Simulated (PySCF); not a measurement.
**Dipole response of Xe⁺ (xenon, charge +1)**

[Kr] 4d10 5s2 5p5, 2P determinant. All numbers are calculated (PySCF 2.14, scalar relativity by spin-free X2C-1e, in aug-cc-pVQZ-DK3). Coupled (time-dependent) response in atomic units; α is the mean over directions.

```csv
method,mean α (bohr³),"α xx, yy, zz",C₆ (like pair),S(−4)
UHF,17.78,"17.32, 18.02, 18.02",152.5,49.98
PBE,18.40,"17.68, 18.76, 18.76",158.4,56.00
PBE0,18.05,"17.42, 18.36, 18.36",154.8,52.73
MN15,17.69,"17.05, 18.01, 18.01",148.1,51.90
```

S(−4) is the Cauchy moment in α(ω) = α(0) + S(−4) ω² + …

Spin-orbit coupling is absent.

α(iu) at UHF:

```tsv
u (hartree)	α(iu) (bohr³)
0	17.78
0.0500	17.66
0.100	17.30
0.200	16.01
0.300	14.29
0.500	10.77
0.750	7.450
1.00	5.330
1.50	3.095
2.00	2.051
3.00	1.132
5.00	0.5192
```

For an ion, C₆ is the dispersion term alone; charge-induced terms of lower order in 1/R come first.

The components differ because the open shell of this determinant is not spherical; for a pure term their mean is the scalar polarisability.
